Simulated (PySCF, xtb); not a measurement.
ClH3O3Zr, SMILES [OH][Zr]([OH])([OH])[Cl], multiplicity 1.

xtb with GFN2-xTB at its own geometry gives an orbital gap of 4.30 eV and a dipole moment of 4.06 D.

Geometry: B3LYP-D3(BJ)/def2-SVP. The spin state was assumed, not searched. The structure was generated by enumeration; whether it is a known compound was not checked. The def2 effective core potentials stand for the cores of Zr; spin–orbit coupling is left out. The values are those of a single conformer.

### Question
What does B3LYP/def2-TZVP (PySCF) give? (Estimate from the structure and the level; the computed values follow.)

### Answer
gap 7.75 eV (levels -8.27 and -0.52 eV), dipole 3.73 D.
